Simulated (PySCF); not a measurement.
## A ladder of Hamiltonians for W⁵⁶⁺ (tungsten, charge +56)

Occupied: 1s1/2, 2s1/2, 2p1/2, 2p3/2, 3s1/2, 3p1/2, 3p3/2. Hartree-Fock calculated with PySCF 2.14 in an even-tempered Gaussian basis (17 s from 7.2 bohr⁻², ratio 2.7; 14 p from 8.7 bohr⁻², ratio 2.7), Gaussian nucleus throughout. NR is non-relativistic, sf-X2C the spin-free one-electron X2C Hamiltonian, X2C adds the bare one-electron spin-orbit term, X2C-SNSO screens it by Boettger's factors, DC is four-component Dirac-Coulomb, and the Gaunt and Breit terms are added at first order (total energies over the DC spinors, levels after relaxing the spinors in that mean field). QED terms are absent. Levels marked empty are virtual spinors of this ion; the basis has s and p functions only, so 3d, which can lie below the n = 4 levels, is absent.

```csv
Hamiltonian,E (hartree),E − E(DC) (hartree),CPU seconds
NR,-12108.7218,843.0435,0.22
sf-X2C,-12927.2702,24.4951,0.15
X2C,-12946.8811,4.8842,0.15
X2C-SNSO,-12945.7550,6.0103,0.16
DC,-12951.7652,0.0000,7.7
DC+Gaunt,-12935.0447,16.7206,13
DC+Breit,-12936.6659,15.0994,40
```

```tsv
level (eV)	NR	sf-X2C	X2C	X2C-SNSO	DC	DC+Gaunt	DC+Breit
1s1/2	-68329.8	-73999.3	-73978.4	-73979.6	-74069.1	-73817.5	-73836.3
2s1/2	-14598.3	-16179.9	-16173.8	-16174.1	-16186.7	-16158.5	-16160.7
2p1/2	-14176.0	-14669.2	-15685.2	-15652.7	-15660.1	-15614.3	-15618.7
2p3/2	-14176.0	-14669.2	-14260.9	-14271.4	-14281.0	-14250.2	-14254.6
3s1/2	-5820.3	-6295.8	-6293.9	-6294.0	-6297.1	-6290.4	-6291.1
3p1/2	-5642.3	-5831.6	-6090.7	-6082.5	-6084.4	-6073.2	-6074.5
3p3/2	-5642.3	-5831.6	-5725.6	-5728.3	-5730.5	-5722.8	-5724.2
4s1/2 (empty)	-3004.6	-3184.6	-3184.1	-3184.2	-3185.2	-3182.7	-3183.0
4p1/2 (empty)	-2935.5	-3016.9	-3111.0	-3108.0	-3108.7	-3104.5	-3105.1
4p3/2 (empty)	-2935.5	-3016.9	-2978.5	-2979.5	-2980.2	-2977.4	-2978.0
```

```json
{"interval (eV)": "2p3/2 − 2p1/2", "X2C": "1424", "X2C-SNSO": "1381", "DC": "1379", "DC+Gaunt": "1364", "DC+Breit": "1364"}
{"interval (eV)": "3p3/2 − 3p1/2", "X2C": "365.1", "X2C-SNSO": "354.2", "DC": "353.9", "DC+Gaunt": "350.3", "DC+Breit": "350.3"}
{"interval (eV)": "4p3/2 − 4p1/2", "X2C": "132.5", "X2C-SNSO": "128.5", "DC": "128.5", "DC+Gaunt": "127.2", "DC+Breit": "127.2"}
```

Weight of the small component: 1s1/2 0.0779, 2s1/2 0.0180, 2p1/2 0.0179, 2p3/2 0.0163, 3s1/2 0.00679, 3p1/2 0.00669, 3p3/2 0.00625, 4s1/2 0.00312, 4p1/2 0.00318, 4p3/2 0.00297.

Koopmans' value for the highest occupied level at DC+Breit: 5724.2 eV, against an ionisation energy of 5719 ± 5 eV (semi-empirical (NIST evaluation); NIST Atomic Spectra Database, ionization energies); the former lacks relaxation, correlation, QED and recoil.

The whole ladder took 66 s of wall time on 1 thread of Intel(R) Xeon(R) 6975P-C (shared host), launched as `OMP_NUM_THREADS=1 python relrun2.py TASK.json OUT` (a driver that calls PySCF for each Hamiltonian).

Dirac-Coulomb iterations, started from the X2C spinors:

```
with_ssss True, with_gaunt False, with_breit False
light speed = 137.03599967994
init E= -12868.4264533093
cycle= 1 E= -12951.7624398036  delta_E= -83.3  |g|=  3.4  |ddm|= 0.219
cycle= 2 E= -12951.7652409679  delta_E= -0.0028  |g|= 0.0547  |ddm|= 0.0179
cycle= 3 E= -12951.765245532  delta_E= -4.56e-06  |g|= 0.00204  |ddm|= 0.00112
cycle= 4 E= -12951.7652455392  delta_E= -7.19e-09  |g|= 1.07e-05  |ddm|= 4.05e-05
```
